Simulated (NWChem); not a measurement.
Isomers of C$_{4}$H$_{4}$F$_{2}$, each optimised at PBE0/def2-SVP with NWChem, gas phase unless a solvent is named. Flexible species stand in one conformer each, which need not be the lowest.  Relative energies count from the lowest isomer at each level and are electronic, without zero-point energy, on those geometries.

A: CC=C=C(F)F
B: C=C(F)C(=C)F
C: CC(F)=C=CF
D: C=C(F)/C=C\F

Task: Rank them by relative energy, CAM-B3LYP/def2-SVP (kcal/mol), lowest first.

Result: B (0.0), D (2.8), A (17.2), C (18.9)
